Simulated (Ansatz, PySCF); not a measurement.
Te(OH)(SMe) (CH₄OSTe), SMILES CS[Te]O. Atoms are numbered in the order given.

```xyz
8

Te     0.4491     0.2008     0.5657
O      1.3758     1.4288    -0.7153
H      0.7478     2.1288    -0.9362
S     -0.6874    -1.3029    -0.8848
C     -2.2741    -0.4868    -1.2383
H     -2.8153    -0.2443    -0.3141
H     -2.8639    -1.2090    -1.8228
H     -2.1270     0.4198    -1.8402
```
Charge 0, spin multiplicity 1.

Coordinates come from a PBE0-D3(BJ)/def2-SVP optimisation. The def2 effective core potentials stand for the cores of Te; spin–orbit coupling is left out. The values are those of a single conformer.

Two levels are set side by side: PBE-D3(BJ)/def2-SVP (Ansatz, an electronic-structure program) and PBE0-D3(BJ)/def2-SVP (Ansatz). Each level has its own optimised geometry; the coordinates shown are those of the second. Frequencies come from the Hessian of PySCF at each geometry. Differences are taken from unrounded values.

```csv
quantity,PBE0-D3(BJ),PBE-D3(BJ),PBE-D3(BJ) minus PBE0-D3(BJ)
mean bond length (Å),1.495,1.511,0.017
bond Te1–O2 (Å),2.002,2.038,0.036
bond Te1–S4 (Å),2.378,2.404,0.025
bond S4–C5 (Å),1.819,1.836,0.017
bond O2–H3 (Å),0.966,0.979,0.013
bond C5–H6 (Å),1.098,1.106,0.008
bond C5–H7 (Å),1.101,1.109,0.008
bond C5–H8 (Å),1.098,1.106,0.008
highest harmonic wavenumber (cm⁻¹),3861,3674,-188
mean harmonic wavenumber (cm⁻¹),1282,1234,-49
zero-point energy (kcal/mol),32.99,31.74,-1.25
```

GGA bonds tend to be longer and softer than those of functionals with exact exchange. Differences between two approximate levels are no errors against the true value.
